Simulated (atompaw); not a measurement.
**Reading a pseudo-wave (O (Z = 8))**

Columns: radius, all-electron u(r) and pseudo u(r) of the 2s shell (level -39.66 eV) of oxygen in the configuration [He] 2s2 2p3; PBE, scalar-relativistic, PAW (atompaw) scheme, atompaw 4.2.0.5.

| r (bohr) | all-electron | pseudo |
| --- | --- | --- |
| 0.073 | -0.4150 | 0.1152 |
| 0.146 | -0.3943 | 0.2283 |
| 0.219 | -0.1947 | 0.3372 |
| 0.292 | 0.0581 | 0.4401 |
| 0.365 | 0.3042 | 0.5351 |
| 0.438 | 0.5172 | 0.6208 |
| 0.512 | 0.6905 | 0.6967 |
| 0.585 | 0.8186 | 0.7598 |
| 0.658 | 0.9074 | 0.8106 |
| 0.731 | 0.9621 | 0.8486 |
| 0.804 | 0.9884 | 0.8740 |
| 0.877 | 0.9922 | 0.8870 |
| 0.950 | 0.9784 | 0.8882 |
| 1.023 | 0.9514 | 0.8787 |
| 1.096 | 0.9148 | 0.8594 |
| 1.169 | 0.8717 | 0.8318 |
| 1.242 | 0.8242 | 0.7973 |
| 1.315 | 0.7745 | 0.7576 |
| 1.388 | 0.7238 | 0.7141 |
| 1.462 | 0.6727 | 0.6677 |
| 1.535 | 0.6233 | 0.6211 |
| 1.608 | 0.5756 | 0.5748 |
| 1.681 | 0.5299 | 0.5297 |
| 1.754 | 0.4866 | 0.4865 |
| 1.827 | 0.4458 | 0.4458 |
| 1.900 | 0.4076 | 0.4076 |

Task: How many radial nodes do the two functions have?

Result: The all-electron 2s function has n − l − 1 = 1; the pseudo-wave has 0, since the states of the same l below it are removed with the core.

Task: Is the pseudo-wave norm-conserving?

Result: No, it belongs to a PAW set: the norm inside the radius is not constrained, and the difference is carried by the augmentation charge.
